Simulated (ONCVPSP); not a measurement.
# scandium: one change to an ONCV potential, before and after

* Element: scandium (Sc)
* Generator: ONCVPSP 4.0.1
* Type: optimised norm-conserving Vanderbilt (ONCV)
* Functional: LDA (Perdew-Wang 92)
* Relativity: scalar-relativistic
* Frozen core: [Ne]
* Valence charge: 11
* Reference configuration: 3s2 3p6 3d1 4s1.5 4p0.5
* Partial waves: 3s+4s: rc 1.60 bohr, ncon 4, nbas 7, qcut 9.5 1/bohr, 2 projectors; 3p+4p: rc 2.15 bohr, ncon 4, nbas 8, qcut 7.1 1/bohr, 2 projectors; 3d: rc 1.45 bohr, ncon 4, nbas 8, qcut 6.3 1/bohr, 2 projectors, debl 1.7 Ha
* Local potential: polynomial inside 0.95 bohr (lpopt 5, dvloc0 0 Ha)
* Core correction: Teter function, fcfact 5.25, rcfact 1.3

All-electron outer shells of the reference configuration (LDA (PZ), scalar-relativistic, ld1.x):

```tsv
shell	level (eV)	outermost node (bohr)	outermost maximum (bohr)
2s	-473.62	0.10	0.28
2p	-388.69	–	0.23
3s	-55.37	0.42	0.92
3p	-34.22	0.39	0.97
4s	-4.67	1.33	3.02
3d	-4.01	–	1.10
4p	-1.83	1.49	3.98
```

Change: d: qcut 4.6.

Cutoffs: the cutoffs (Ha) at which the residual kinetic energy of the hardest occupied pseudo-wave falls to 1 and 0.1 mHa per electron; they do not see the model core or the augmentation charge, which bear on the density cutoff. Errors are all-electron minus pseudo energies relative to the spin-unpolarised reference configuration.

Question: How do hardness, ghosts and transferability respond?

Answer: The potential gets harder (101 Ha and 118 Ha → 113 Ha and 147 Ha); the errors of the 3 common tests hardly move; neither file shows a bound ghost.

```tsv
quantity	base	changed
cutoff, loose	101 Ha	113 Ha
cutoff, tight	118 Ha	147 Ha
loose cutoff by channel	s 25 Ha, p 16 Ha, d 101 Ha	s 25 Ha, p 16 Ha, d 113 Ha
bound ghosts	none	none
GHOST(+) flags under 300 eV	none	none
tests with a reliable result	3 of 4	3 of 4
error for 3s2 3p6 3d1 4s2 4p0, meV [ΔE -1.40 eV]	0.0	0.0
error for 3s2 3p6 3d1 4s1 4p0, meV [ΔE 5.66 eV]	-0.3	-0.3
error for 3s2 3p6 3d1 4s0 4p0, meV [ΔE 18.61 eV]	-1.1	-1.2
s: phases at 1.63 bohr within 0.05 rad from the reference energy up to (Ha; the scan ends near 5)	to the end of the scan	to the end of the scan
p: phases at 2.18 bohr within 0.05 rad from the reference energy up to (Ha; the scan ends near 5)	4.1	4.1
d: phases at 1.47 bohr within 0.05 rad from the reference energy up to (Ha; the scan ends near 5)	3.9	3.3
rms error of d²Exc/dni dnj with the model core, mHa	0.68	0.73
```
